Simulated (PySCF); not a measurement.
**RuF₃⁺ + 3 HCl → RuCl₃⁺ + 3 HF**

Level: B3LYP in the def2-SVP basis family, computed in PySCF with density fitting; scalar-relativistic core potentials for atoms from Rb on, none lighter, no spin–orbit coupling; open shells unrestricted.

| species | state and structure | E (Eh) | ZPE (kJ/mol) | H(298 K) − H(0) (kJ/mol) | S° (J/(mol K)) |
| --- | --- | --- | --- | --- | --- |
| RuF₃⁺ | quintet, C2v, Ru–F 1.786 Å, Ru–F 1.814 Å (×2); F–Ru–F 101.0° (×2), F–Ru–F 158.0° | -393.82029 | 16.2 | 15.6 | 322.5 |
| HCl | singlet, C∞v, H–Cl 1.290 Å | -460.67010 | 17.7 | 8.7 | 186.8 |
| RuCl₃⁺ | quintet, C2v, Ru–Cl 2.176 Å, Ru–Cl 2.212 Å (×2); Cl–Ru–Cl 106.0° (×2), Cl–Ru–Cl 147.9° | -1474.84556 | 9.3 | 18.1 | 360.6 |
| HF | singlet, C∞v, H–F 0.925 Å | -100.35323 | 24.4 | 8.7 | 173.7 |

Q: What is the electronic reaction energy?

A: At B3LYP/def2-SVP, ΔE = -196.0 kJ/mol from the differences of the total energies times 2625.5, downhill. 

Q: Add zero-point, thermal and entropy terms for 298.15 K and 1 bar.

A: ΔZPE = 13.2 and Δ[H(298) − H(0)] = 2.5 kJ/mol give ΔH° = -180.3 kJ/mol. ΔS° = -1.2 J/(mol K), so ΔG° = -180.3 − 298.15 × (-0.0012) = -180 kJ/mol.

Open d or f shells are single determinants, so the state found may not be the ground state. Each species is the lowest minimum found with this bonding; other isomers or fragments can lie lower.
